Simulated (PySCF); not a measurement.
**Ge (germanium, neutral) across methods**

[Ar] 3d10 4s2 4p2, high-spin 3P determinant. Calculation: PySCF 2.14, in x2c-QZVPPall with one added diffuse shell each of s, p, d, f type (12s9p6d5f1g, 113 functions); scalar relativity by spin-free X2C-1e.

| method | E (hartree) | mean ε 4s α (eV) | mean ε 4s β (eV) | mean ε 4p α (eV) | Σ⟨r²⟩ (bohr²) | ⟨S²⟩ |
| --- | --- | --- | --- | --- | --- | --- |
| BHandHLYP | -2098.758 | -15.002 | -12.724 | -6.124 | 40.66 | 2.004 |
| MN15 | -2100.244 | -14.171 | -12.432 | -5.851 | 40.79 | 2.003 |
| M06-2X | -2098.867 | -14.659 | -11.758 | -6.151 | 40.96 | 2.005 |
| UHF | -2097.11668 | -17.484 | -13.408 | -7.891 | 41.10 | 2.011 |
| PBE | -2098.506 | -12.159 | -10.794 | -4.385 | 40.97 | 2.002 |
| r2SCAN | -2098.770 | -12.656 | -10.914 | -4.693 | 40.33 | 2.005 |
| LDA | -2095.515 | -12.352 | -11.140 | -4.409 | 40.79 | 2.001 |
| PBE0 | -2098.528 | -13.669 | -11.709 | -5.388 | 40.64 | 2.003 |
